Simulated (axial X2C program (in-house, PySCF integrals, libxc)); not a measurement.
## Ionising LiZn

Calculated with an in-house all-electron X2C program for linear molecules (integrals from PySCF), spin-free (one-electron X2C) or two-component (2c: spin–orbit coupling with atomic mean-field Coulomb and Gaunt terms, which also bring small scalar terms), in Dyall basis sets with cores contracted in-house; open shells are unrestricted.

Basis sets: Li dyall-cv3z, Zn dyall-cv3z. Frozen shells (counts by l): LiZn Zn 3s2p, Li 1s, 13 electrons correlated; LiZn⁺ Zn 3s2p, Li 1s, 12 electrons correlated. Coupled cluster in natural virtuals with an MP2 remainder. Where the outer core of a metal is frozen, bonds come out longer and ionisation energies lower.

```csv
Hamiltonian,level,LiZn state,Re (Å),ωe (cm⁻¹),De (eV)
spin-free,PBE0,"M_S = 1/2, Λ = 0",2.933,163.1,0.18
spin-free,CCSD,"M_S = 1/2, Λ = 0",3.143,102.3,0.07
spin-free,CCSD(T),"M_S = 1/2, Λ = 0",3.124,104.7,0.07
2c,PBE0,Ω = 1/2,2.934,163.0,0.18
2c,CCSD,Ω = 1/2,3.147,101.7,0.07
2c,CCSD(T),Ω = 1/2,3.129,103.9,0.07
```

Adiabatic ionisation energy (minimum to minimum, no zero-point term) and constants of LiZn⁺:

```csv
Hamiltonian,level,LiZn⁺ state,IE (eV),Re (Å),ωe (cm⁻¹),De (eV),fragments
spin-free,PBE0,"M_S = 0, Λ = 0",5.10,2.668,257.7,0.65,Zn + Li+
spin-free,CCSD,"M_S = 0, Λ = 0",4.84,2.723,246.0,0.57,Zn + Li+
spin-free,CCSD(T),"M_S = 0, Λ = 0",4.85,2.718,246.3,0.56,Zn + Li+
2c,PBE0,Ω = 0,5.10,2.668,257.7,0.65,Zn + Li+
2c,CCSD,Ω = 0,4.84,2.724,246.0,0.57,Zn + Li+
2c,CCSD(T),Ω = 0,4.85,2.718,246.3,0.56,Zn + Li+
```

(1) Add the zero-point terms to the ionisation energy at CCSD(T), 2c, and say whether the electron removed was bonding.

(2) Close the cycle De(LiZn⁺) + IE(LiZn) = De(LiZn) + IE(Li) to find the atomic ionisation energy at CCSD(T), 2c.

Each entry is the lowest single determinant of a limited PBE0 search at one distance. De goes to single-determinant-based atoms at the same level (for ions the charge split of lowest energy) and is withheld (n/a) where an atom does not fit its ground term or J level. Main or longest-lived isotopes.

## Answers

(1) IE0 = IE + (ωe⁺ − ωe)/2 = 4.85 + (0.009) = 4.86 eV. Re changes by -0.411 Å, so the bond shortens, as on loss of an antibonding or a polarising non-bonding electron.

(2) IE(Li) = 0.56 + 4.85 − 0.07 = 5.34 eV, for the determinants used.
